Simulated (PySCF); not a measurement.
SMILES c1c[c](ccc1B(O)O)[GeH3] (C₆H₉BGeO₂), singlet, GFN2-xTB optimised geometry. Atoms within 1.6 Å of the plane z = 1.2 Å (x, y, z in Å): Ge1 (3.27, 0.00, 0.02), C2 (1.32, 0.00, 0.00), C5 (-1.50, 0.00, 0.00), C6 (-0.77, -1.05, 0.56), C7 (0.61, -1.05, 0.56), B8 (-3.09, 0.00, 0.00), O9 (-3.81, -1.15, 0.00), O10 (-3.81, 1.15, 0.00), H12 (3.81, 0.44, 1.35), H13 (3.81, -1.37, -0.24), H16 (-1.30, -1.88, 1.01), H17 (1.15, -1.88, 1.00), H18 (-3.30, -1.95, -0.01), H19 (-3.30, 1.95, 0.01).

Calculation: PBE0/def2-SVP (PySCF).

Map of the log10 of the electron density (e/bohr³), floored at −4 on the plane z = 1.2 Å:

```
|                             |
|                             |
|                             |
|                             |
|                             |
|                             |
|                             |
|                             |
|    .:::.   .....            |
|   :-==-:..:::::::...::::.   |
|  :-+++=-:--------::--==-:.  |
|  :=+**+=-===========+**+=:. |
|  :=+**++=+++===+++++#%%#+-. |
|  :-++*+++**++=+***+*#@@%*=: |
|  .-=++++**#****#****#%%#+-. |
|  :-++*+++*#%##%%#*+**##*=-. |
|  :=+**+++*%%%%%%#*+++*++-:. |
|  :=+**+=+#%@%%%@%*======-.  |
|  :-+++==*%@@##%@@#+-----:.  |
|   :-==--+#%%*+#%%*=:::::.   |
|    .::::=+**==+**+-.....    |
|        .:-=-::-==-:         |
|          ...  ....          |
|                             |
|                             |
|                             |
|                             |
|                             |
|                             |
```
Scale: ten equal steps from -4.00 (start of ' ') to -0.588 (end of '@'), in the order ' .:-=+*#%@'; x runs from -6.00 to 6.00, y from -6.00 (bottom) to 6.00 (top).
